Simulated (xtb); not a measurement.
Be(Br)(SeH) (BeBrHSe), SMILES [SeH][Be][Br]. All values are semi-empirical tight-binding results from xtb (GFN2-xTB unless named), good for trends rather than for accurate numbers. Geometry optimised at GFN2-xTB. Other conformers were not sampled.

Optimised geometry:

```xyz
4

Be     0.0488     0.0384     0.0000
Br     0.0015     1.9817     0.0000
Se    -0.0455    -1.9729     0.0000
H      1.2998    -2.4359     0.0000
```

For metal compounds this method's bond lengths and energies can be far off.

```yaml
point_group_as_xtb_finds_it: Cs
orbital_gap: 4.29 eV
zero_point_energy: 5.8 kcal/mol
G − E(el) at 298.15 K (modified RRHO): -12.6 kcal/mol
```

**Question.** Give the atomic charges and the Wiberg bond orders between heavy atoms. (Estimate from the structure and the level; the computed values follow.)

**Answer.** charges (e) Be1 0.62, Br2 -0.30, Se3 -0.52, H4 0.20. Bond orders Be1–Br2 1.18, Be1–Se3 1.00.
